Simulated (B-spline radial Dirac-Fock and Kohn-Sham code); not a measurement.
Photoelectron lines of Ag⁵⁺ at 2650 eV

System: Ag⁵⁺, configuration [Kr] 4d6.

Method: Dirac-Hartree-Slater photoionisation with all multipoles and Dirac-Fock thresholds. Computed with a radial atomic solver. The asymmetry parameter β is from the dipole term alone. Kinetic energies are from the vacuum level. Open shells are spread statistically over j, without multiplet splitting.

| subshell | electrons | binding (eV) | kinetic (eV) | σ (kb) | β |
| --- | --- | --- | --- | --- | --- |
| M1 (3s) | 2 | 812.6 | 1837.4 | 15.6 | 1.99 |
| M2 (3p1/2) | 2 | 697.8 | 1952.2 | 18.4 | 1.59 |
| M3 (3p3/2) | 4 | 666.5 | 1983.5 | ? | ? |
| M4 (3d3/2) | 4 | 464.7 | 2185.3 | 16.9 | 1.17 |
| M5 (3d5/2) | 6 | 458.7 | 2191.3 | 24.2 | 1.13 |
| N1 (4s) | 2 | 188.9 | 2461.1 | 3.25 | 1.99 |
| N2 (4p1/2) | 2 | 149.5 | 2500.5 | 3.23 | 1.61 |
| N3 (4p3/2) | 4 | 144.0 | 2506.0 | 6.08 | 1.65 |
| N4 (4d3/2) | 2.4 | 85.26 | 2564.7 | 1.30 | 1.16 |
| N5 (4d5/2) | 3.6 | 84.48 | 2565.5 | 1.85 | 1.12 |

Q: What are σ and β for M3 (3p3/2)?

A: σ = 35.1 kb, the largest of all subshells and 28 % of the total, and β = 1.63.

Run: 4.7 s of CPU time on 1 thread of Neoverse-V1 (shared host), peak memory 0.36 GiB.
